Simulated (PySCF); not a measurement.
# Computed properties of Be(Et) (C2H5Be), SMILES [Be+][CH2]C, charge +1

Be(Et) (C2H5Be), SMILES [Be+][CH2]C, charge +1. The structure is a stationary point at PBE0-D3(BJ)/def2-TZVP. The spin state was assumed, not searched. The isomer is the one that the SMILES or the coordinates give; other isomers of the formula were not compared. One conformer was computed; it need not be the lowest. All values are computed for the isolated molecule unless a solvent is named; none is compared with measurement here.

**Structure.** The optimised structure has Cs symmetry. All 18 harmonic modes at PBE0-D3(BJ)/def2-TZVP (PySCF) are real, so it is a minimum. With heavy atoms numbered as in [Be+:1][CH2:2][CH3:3], the shortest bond between them is C2–C3 at 1.527 Å and the longest Be1–C2 at 1.684 Å.

**Vibrations.** The strongest infrared lines (harmonic, unscaled, degenerate partners summed) lie at 1144 cm⁻¹ (170 km/mol, H 75 %, C 24 %), 276 cm⁻¹ (102 km/mol, C 42 %, Be 41 %, H 16 %), 602 cm⁻¹ (101 km/mol, H 77 %, C 19 %). The softest mode is at 222 cm⁻¹ and the zero-point energy is 40.5 kcal/mol.

**Electronic structure.** B3LYP/def2-TZVPD (PySCF) places the frontier levels at -13.69 and -10.00 eV, a gap of 3.69 eV and a mean polarisability of 45.0 bohr³.

**Excitations.** TDA-M06-2X/def2-SVPD (PySCF) has S1 at 3.69 eV (336 nm, f = 0.201, bright); the most intense of the 10 singlets computed lies at 3.69 eV (f = 0.20). T1 (TDA) is at 2.23 eV, 1.46 eV under S1. No vertical singlet excitation falls in the visible range (under 3.1 eV).

**NMR.** GIAO shifts at KT2/pcSseg-2 (PySCF) (non-relativistic, atoms alike by connectivity averaged): ¹³C from 19.4 to 33.6 ppm against TMS; ¹H from 2.3 to 3.7 ppm against TMS.
